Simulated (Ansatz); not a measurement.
Isomers of CH10AlNSi2, relaxed with PBE0-D4/def2-TZVP in Ansatz; electronic energies, one conformer each and not always the lowest. Functionals use def2-TZVPP; CBS adds triple-zeta CCSD(T) − MP2 to the MP2 limit of def2-TZVPP and def2-QZVPP.

**Question.** Order them by energy at frozen-core CCSD(T)/CBS, lowest first. (Best estimate.)
A. `[CH3][AlH][N]([SiH3])[SiH3]`
B. `C[SiH]([SiH3])[NH][AlH2]`
C. `C[SiH]([AlH2])N[SiH3]`

**Answer.** A (0.0 kcal/mol), B (13.8 kcal/mol), C (24.8 kcal/mol).

**Question.** How do PBE-D4, B3LYP, HF/CBS(def2), B2PLYP place them (kcal/mol, against `[CH3][AlH][N]([SiH3])[SiH3]`)? (Best estimate.)

**Answer.** Computed: 
| isomer | PBE-D4 | B3LYP | HF/CBS(def2) | B2PLYP |
| --- | --- | --- | --- | --- |
| `C[SiH]([AlH2])N[SiH3]` | 18.7 | 24.4 | 28.8 | 25.8 |
| `C[SiH]([SiH3])[NH][AlH2]` | 8.7 | 11.7 | 15.9 | 13.4 |

B3LYP here is the variant with VWN-RPA as its local correlation; programs differ in this.
